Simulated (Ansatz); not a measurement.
`C[O][Sc]([NH2])[OH]`. Total charge 0; spin multiplicity 1.

```xyz
11

C     1.1830    1.9766   -0.4068
O     0.4914    0.7965   -0.1967
Sc   -0.3867   -0.8519   -0.1087
N    -1.3315   -1.2580    1.5946
O    -0.4626   -2.1514   -1.4613
H     2.0133    2.0785    0.3032
H     1.6021    2.0228   -1.4203
H     0.5270    2.8465   -0.2759
H    -1.3829   -0.6635    2.4118
H    -1.8513   -2.1015    1.8007
H    -0.4016   -2.6946   -2.2406
```

(1) What are the harmonic wavenumbers in cm⁻¹ at PBE0-D4/def2-TZVP (Ansatz, finite differences of forces, unscaled)? (An estimate is asked.)

Results:

(1) Computed: 12, 71, 73, 141, 170, 176, 278, 368, 383, 436, 517, 535, 651, 725, 1180, 1181, 1227, 1478, 1491, 1491, 1544, 2991, 3050, 3052, 3547, 3636, 4009.
